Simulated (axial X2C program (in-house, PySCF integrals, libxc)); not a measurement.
Outer orbitals of MgTe at 2.707 Å, r2SCAN0 in a model world with the speed of light multiplied by 0.8

All values were computed with an in-house relativistic program for diatomic molecules. Spin-free means the one-electron spin-free X2C Hamiltonian; two-component (2c) means X2C with spin–orbit coupling and atomic mean-field two-electron Coulomb and Gaunt terms, so the difference of the two also holds small scalar two-electron terms; the speed of light was multiplied by 0.8, so these are model numbers, not those of the real molecule. Basis: Te dyall-v3z [11s12p8d1f], Mg dyall-v3z [9s9p5d3f] (cores contracted in-house); Gaussian nuclei, density fitting, unrestricted open shells. Masses: Te 129.906 u, Mg 23.985 u.

The distance is close to the 2c PBE0 minimum; the highest filled and lowest empty levels are listed.

Spin-free orbitals, state M_S = 1, Λ = 1 (beyond evenly filled blocks: σα, π+α, π+β, π-α) (Löwdin shares):

```
symmetry  occupied  ε (eV)              atomic character
      σα       yes  -17.76    84% Te s, 7% Mg p, 4% Mg s
      σβ       yes  -16.41    84% Te s, 8% Mg p, 4% Mg s
      σα       yes   -8.09   63% Te p, 32% Mg s, 2% Te s
      σβ       yes   -7.37   65% Te p, 25% Mg s, 5% Mg p
     π+α       yes   -6.98    92% Te p, 5% Mg p, 3% Mg d
     π-α       yes   -6.98    92% Te p, 5% Mg p, 3% Mg d
     π+β       yes   -5.90    89% Te p, 7% Mg p, 3% Mg d
      σα       yes   -5.48  48% Mg s, 30% Mg p, 19% Te p
     π-β        no   -3.97    86% Te p, 9% Mg p, 3% Mg d
      σβ        no   -2.55  59% Mg s, 22% Mg p, 14% Te p
     π-α        no   -1.13    90% Mg p, 4% Te p, 3% Te d
     π+α        no   -1.13    90% Mg p, 4% Te p, 3% Te d
```

Spinors with spin–orbit coupling (state Ω = 2):

| ω | occupied | ε (eV) | atomic character | λ mixture |
| --- | --- | --- | --- | --- |
| 1/2 | yes | -17.66 | 84% Te s, 7% Mg p, 4% Mg s | 100% σ |
| -1/2 | yes | -16.40 | 84% Te s, 8% Mg p, 4% Mg s | 100% σ |
| 1/2 | yes | -8.19 | 67% Te p, 27% Mg s, 2% Te s | 94% σ, 6% π |
| -1/2 | yes | -7.87 | 82% Te p, 10% Mg s, 4% Mg p | 51% π, 49% σ |
| -1/2 | yes | -6.86 | 74% Te p, 17% Mg s, 5% Mg p | 52% σ, 48% π |
| 3/2 | yes | -6.53 | 90% Te p, 6% Mg p, 3% Mg d | 100% π |
| 1/2 | yes | -6.30 | 76% Te p, 14% Mg s, 7% Mg p | 82% π, 18% σ |
| 1/2 | yes | -5.34 | 38% Mg s, 29% Te p, 29% Mg p | 88% σ, 12% π |
| -3/2 | no | -3.62 | 85% Te p, 11% Mg p, 4% Mg d | 100% π |
| -1/2 | no | -2.50 | 58% Mg s, 21% Mg p, 15% Te p | 99% σ, 1% π |
| -1/2 | no | -1.13 | 91% Mg p, 4% Te p, 3% Te d | 100% π |
| 3/2 | no | -1.09 | 89% Mg p, 5% Te p, 3% Te d | 100% π |

(1) How does the gap between the highest filled and lowest empty level change from the spin-free to the 2c table?

Mulliken charges and populations of the two-component result (they depend on the basis, above all on diffuse functions):

Te -0.29 e (s 9.97 p 22.30 d 20.02), Mg 0.29 e (s 5.22 p 6.43 d 0.05 f 0.01). ⟨Lz⟩ = 1.01 ħ and ⟨Sz⟩ = 0.99 ħ (0.61 and 0.38 on the two atoms), which add up to Ω.

Density functionals use the spin component along the axis (collinear). The functionals have no current-density term, which raises determinants with orbital currents, atoms included. The state is one determinant with fixed occupations, lowest in a PBE0 search at one distance only: followed along the bond, the spin-free determinant M_S = 0, Λ = 0 reaches 0.18 eV lower at PBE0, at Re = 2.446 Å, so the state shown is not the lowest. With several unpaired electrons one determinant need not be a pure state. A state of lower Ω lies just above, and one determinant can place such states too high, so the state shown need not be the lowest. The search has Ω = 1 only 0.05 eV up. Open-shell Ω = 0 determinants with evenly filled partner blocks cannot be reached by this program, so the Ω shown need not be the lowest component.

Results:

(1) From 1.51 to 1.72 eV at r2SCAN0, a change of 0.21 eV.
